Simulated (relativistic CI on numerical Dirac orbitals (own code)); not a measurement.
## Hyperfine structure of Lu XXV, mass number 176

Calculated at this level of theory: Dirac-Coulomb-Breit CI, KLI orbitals optimised for each configuration, model QED (radiative potential, 1s self-energy scaled to tabulated hydrogen-like ionisation energies), unscaled Slater integrals (own radial code, finite nucleus).

CI space (outside the closed core [Ar] 3d10): 4s2 4p6 4d10 4f, 4s2 4p6 4d10 5s, 4s2 4p6 4d9 4f2, 4s2 4p6 4d10 5p, 4s2 4p5 4d10 4f2, 4s2 4p6 4d10 5d, 4s2 4p6 4d9 5s2, 4s2 4p6 4d9 4f 5s, 4s2 4p6 4d10 5f, 4s 4p6 4d10 4f2, 4s2 4p6 4d9 5s 5p, 4s2 4p4 4d10 4f3, 4s2 4p6 4d10 6s, 4s2 4p6 4d9 4f 5p, 4s2 4p6 4d10 5g, 4s2 4p6 4d8 4f2 5s. Levels of other configurations are missing.

Nuclear spin I = 7, μ = 3.16 μN, Q = 4.92 b (tables of Stone and Pyykkö). The electronic factors are computed for point nuclear moments, without core polarisation or the Bohr-Weisskopf and QED corrections.

```tsv
Level	E (cm⁻¹)	A (GHz)	B (GHz)
4s2 4p6 4d10 4f 2F°_5/2	0	1.536	17.4
4s2 4p6 4d10 4f 2F°_7/2	21418	0.831	19.6
4s2 4p6 4d10 5s 2S_1/2	739098	168.9	
4s2 4p6 4d10 5p 2P°_1/2	1126561	51.71	
4s2 4p6 4d10 5p 2P°_3/2	1295718	6.452	136
4s2 4p6 4d9 4f2 4F_3/2	1415688	0.3981	-4.09
4s2 4p6 4d9 4f2 4F_5/2	1420117	1.319	17.2
4s2 4p6 4d9 4f2 4F_7/2	1431627	1.306	18.5
```

Levels with J = 0, under 50 % of one LS term, or S terms without an open s electron are left out. Small factors come from cancelling terms and can be off by tens of per cent or more.

At this charge transitions that keep the count of f electrons are usually good to a few per cent. Terms inside the open d or f shell come out 10 to 20 % too wide with unscaled integrals. Levels that differ in their count of f electrons can be misplaced by several ten thousand cm⁻¹, since the correlation energy of f electrons is missing or only estimated; rates across such gaps can be off by orders of magnitude.

(1) Give the hyperfine levels of 4s2 4p6 4d10 4f 2F°_5/2 relative to its centre of gravity.

Answers

(1) With K = F(F + 1) − I(I + 1) − J(J + 1), E = AK/2 + B[¾K(K + 1) − I(I + 1)J(J + 1)]/[2I(2I − 1)J(2J − 1)]: F = 9/2: -24.22, F = 11/2: -21.13, F = 13/2: -15.24, F = 15/2: -5.442, F = 17/2: 9.556, F = 19/2: 31.21 GHz.

LS names give the leading component of a level, which can be under half, so a name can repeat, a term be missing and a line seem to break the LS rules.
